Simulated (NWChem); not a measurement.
A series in which one site is exchanged, each optimised at PBE0/def2-SVP with NWChem, gas phase unless a solvent is named. For some, no frequency run checked for a minimum. def2 effective core potentials on Zr, Hf; no spin-orbit coupling.

A: F[Si](F)(Cl)Cl (SiCl$_{2}$F$_{2}$; site = Si)
B: [F][Ge]([F])([Cl])[Cl] (GeCl2F2; site = Ge)
C: [F][Hf]([F])([Cl])[Cl] (HfCl2F2; site = Hf)
D: [F][Zr]([Cl])([F])[Cl] (ZrCl2F2; site = Zr)

| quantity | A | B | C | D |
|---|---|---|---|---|
| orbital gap (eV), PBE0/def2-SVP | (withheld) | 8.15 | 8.13 | 7.59 |
| vertical ionisation energy, ΔSCF, CAM-B3LYP/def2-SVP (eV) | (withheld) | 12.59 | 12.21 | 12.15 |
| static polarisability, CAM-B3LYP/def2-SVPD (bohr³) | (withheld) | 54.0 | 63.2 | 64.5 |

### Question
What belongs in the gaps?

### Answer

- orbital gap (eV), PBE0/def2-SVP, A: 10.03
- vertical ionisation energy, ΔSCF, CAM-B3LYP/def2-SVP (eV), A: 12.47
- static polarisability, CAM-B3LYP/def2-SVPD (bohr³), A: 48.7
